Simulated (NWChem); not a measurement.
WS$_{2}$F$_{2}$; SMILES [F][W]([F])(=[S])=[S]

def2 effective core potentials on W; no spin-orbit coupling.

Question: Give the equilibrium geometry at PBE0/def2-SVP with def2 effective core potentials on W (NWChem) as a Z-matrix, with the point group.

Answer: point group C2v; any orientation.
```
W
F 1 1.8515
F 1 1.8515 2 115.96
S 1 2.1167 2 108.35 3 122.04
S 1 2.1167 2 108.35 3 -122.04
```
